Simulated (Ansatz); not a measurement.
`CB(C)F` + HCl → `CB(C)Cl` + H–F at 600 K and 1 bar (ligand exchange at a B–F bond).

Program: Ansatz. Geometries: PBE0-D4/def2-TZVP. ΔE: electronic, gas phase. CBS: MP2 limit from def2 TZ/QZ plus the TZ coupled-cluster correction, frozen cores. This one scheme is used for every species.

```tsv
species	CCSD(T)/CBS energy (Eh)	H − E (kJ/mol)	S (J/(mol·K))
`CB(C)F`	-204.38401	260.4	388.7
HCl	-460.38127	35.4	207.2
`CB(C)Cl`	-564.35192	258.2	398.7
H–F	-100.39570	42.3	194.0
```

H − E and S are ideal-gas, rigid-rotor, harmonic terms from PBE0-D4/def2-TZVP, for one conformer and one mirror image of each species. 1 Eh = 2625.50 kJ/mol, R = 8.31446 J/(mol·K).

Q: By hand: ΔE, ΔH, ΔS and ΔG.

A: ΔE = (-564.35192) + (-100.39570) − (-204.38401) − (-460.38127) = 0.01766 Eh = 46.4 kJ/mol. Δ(H − E) = 258.2 + 42.3 − 260.4 − 35.4 = 4.7, so ΔH = 51.1 kJ/mol. ΔS = 398.7 + 194.0 − 388.7 − 207.2 = -3.2 J/(mol·K). ΔG = 51.1 − 600 × (-3.2)/1000 = 53.0 kJ/mol.

Q: By hand: the equilibrium constant, and the temperature at which ΔG would vanish if ΔH and ΔS stayed fixed.

A: log₁₀ K = −ΔG/(RT ln 10) = -4.6. ΔH and −TΔS have one sign here, so there is no such temperature. One of them is within its doubt of zero, so this could turn.

The number of gas molecules stays the same, so ΔS is small and ΔH decides. A doubt of 5 kJ/mol in ΔE shifts log₁₀ K by 0.4 here. Other conformers and mirror images would add mixing entropy, several J/(mol·K) or more a flexible species. Modes under 60 cm⁻¹, often nearly free rotors, make the harmonic entropy too high. These are equilibria of isolated gas molecules and say nothing of rates. Largest T1 diagnostic: 0.011 (customary marks: 0.02 for closed shells, 0.045 for open ones).
